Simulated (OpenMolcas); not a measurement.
Tc4+ among 8 point charges of -1.2 e arranged as a cube (Oh), 2.08 Å from the ion.

```yaml
Program: OpenMolcas
Method: CASSCF
Basis: ANO-RCC-VTZP [7s6p4d2f1g]
Scalar_Hamiltonian: DKH2, point nucleus
Active_space: 3 electrons in 5 orbitals (4d)
State_averaging: 2S+1 = 4 even, 10 roots; 2S+1 = 2 even, 40 roots
Spin-orbit_coupling: state interaction with AMFI integrals over the reference wave functions
```

Problem. What is the spin-free ground state (labels of O, the rotations of Oh)?

Solution. 4T1, 3-fold in its orbital part, 99 % from free-ion F terms; it has the highest spin that d3 allows.

Problem. Where is the first state of the same spin?

Solution. 4T2 at 3510 cm-1 above the ground state.

Problem. What are the lowest two levels with spin-orbit coupling?

Solution. A 4-fold level Γ8, then a 2-fold level Γ7 493.7 cm-1 above it. Their leading multiplicities are 4 (99 %) and 4 (100 %).

Problem. What is χT at 300 K, and how does it compare with the textbook value?

Solution. The lowest level has 2S+1 = 4, for which the spin-only value is χT = S(S+1) / 2 = 1.875 cm3 K/mol (g = 2). The computed 0.368 at 300 K differs by -1.507, through orbital momentum, spin-orbit coupling and any other state in reach. With a threefold ground state the orbital momentum is unquenched, so the spin-only value is not expected to hold.

Problem. Which ligand-field parameters describe the states?

Solution. A least-squares ligand-field fit to the states below 45000 cm-1, each weighted by its degeneracy and with a free common offset, gives 10Dq = -4305 cm-1 (negative for this site), B = 903 cm-1 and C = 3678 cm-1 (C/B = 4.07), with an rms deviation of 80 cm-1. 

An orbital triplet at a regular site is open to Jahn-Teller coupling, which can distort the site and quench the lowest spin-orbit gaps and is left out. Without dynamic correlation the repulsion within the d shell is too large (B by tens of per cent), so at a given field states of lower spin stand too high. Point charges give a weaker field than real ligands, and real ions of this kind are as a rule low spin; the high spin found here belongs to the model. This is an electrostatic model: the charges have no orbitals. No measured value stands beside these numbers.
